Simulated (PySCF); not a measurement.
Compound: C5H3F5.
Numbering: `[F:1]/[CH:2]=[CH:3]\[CH:4]=[C:5](\[F:6])[C:7]([F:8])([F:9])[F:10]` (hydrogens: H11 on C2; H12 on C3; H13 on C4)

Vertical excitations from PySCF (density fitting, frozen core in the response, grid level 2 and gas phase unless stated; continuum runs use non-equilibrium linear response for the excitations) on a GFN2-xTB geometry. Reference run:

```
                                               settings    S1, eV (f)    S2, eV (f)    S3, eV (f)    S4, eV (f)    S5, eV (f)    S6, eV (f)  T1, eV (Tamm–Dancoff)  mean α (au)
LC-wPBE/6-31G, IEF-PCM tetrahydrofuran, TDA, 6 singlets  6.24 (1.107)  8.27 (0.000)  8.28 (0.002)  8.37 (0.002)  8.41 (0.062)  9.04 (0.004)                   2.96         62.9
```

What do these settings give: PBE0/6-31++G**, fitting basis def2-universal-jkfit, TDA, 6 singlets?

```
                                                           settings    S1, eV (f)    S2, eV (f)    S3, eV (f)    S4, eV (f)    S5, eV (f)    S6, eV (f)  T1, eV (Tamm–Dancoff)  mean α (au)
PBE0/6-31++G**, fitting basis def2-universal-jkfit, TDA, 6 singlets  6.02 (0.929)  6.27 (0.008)  6.70 (0.006)  7.05 (0.125)  7.12 (0.007)  7.19 (0.001)                      –         68.1
```

S1 moves by -0.22 eV; functional, basis and environment change together, so the shift can't be laid on one. States are counted by energy in each run and needn't keep their character from row to row.

All basis functions are spherical, in the Pople sets too.

Which orbital pairs make up S1 in each run, and how does it sit against the orbital gap?

| settings | S1 configurations (weight) | S1 (eV) | orbital gap (eV) | S1 − gap (eV) |
| --- | --- | --- | --- | --- |
| LC-wPBE/6-31G, IEF-PCM tetrahydrofuran, TDA, 6 singlets | H→L 0.95 | 6.24 | 10.38 | -4.14 |
| PBE0/6-31++G**, fitting basis def2-universal-jkfit, TDA, 6 singlets | H→L 0.87 | 6.02 | 5.64 | +0.38 |

One conformer (not necessarily the lowest) at the GFN2-xTB geometry, without vibrations or thermal averaging.

Shape of the structure used: `[F:1]/[CH:2]=[CH:3]\[CH:4]=[C:5](\[F:6])[C:7]([F:8])([F:9])[F:10]`: C2–C3–C4–C5 180°, C4–C5–C7–F8 -120°.
